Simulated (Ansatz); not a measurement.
Consider the formal exchange of groups at the Si–Si bond: `N[SiH]([SiH3])BF` + CH₄ → `C[SiH](N)BF` + SiH₄.

Calculated with Ansatz (gas phase, PBE0-D4/def2-TZVP geometries, no zero-point term in ΔE). CCSD(T)/CBS is the MP2 limit (def2-TZVPP, def2-QZVPP) plus CCSD(T) − MP2 in def2-TZVPP, frozen cores. This one scheme is used for every species. Functionals use def2-TZVPP. B3LYP here is the variant with VWN-RPA as its local correlation; programs differ in this. One conformer a species, not always the lowest.

```csv
level,ΔE (eV)
r2SCAN-D4,0.16
ωB97X-V,0.08
B3LYP,0.10
HF/def2-TZVPP,-0.05
CCSD/def2-TZVPP,0.04
MP2/def2-QZVPP,0.02
MP2/CBS(def2),0.03
CCSD/CBS(def2),0.05
```

(1) What does CCSD(T)/CBS give? (Best estimate.)

Largest T1 diagnostic among the species: 0.014.

## Answers

(1) Computed: +0.08 eV. The listed levels differ from it by 0.08, 0.00, 0.02, -0.13, -0.04, -0.06, -0.05, -0.03 eV.

In def2-TZVPP, CCSD(T) changes the Hartree–Fock value by +0.11 eV (the triples alone add +0.02 eV) and MP2 by +0.06 eV. From PBE to PBE0 (25 % exact exchange), in def2-TZVPP and without D4, ΔE moves by −0.05 eV.
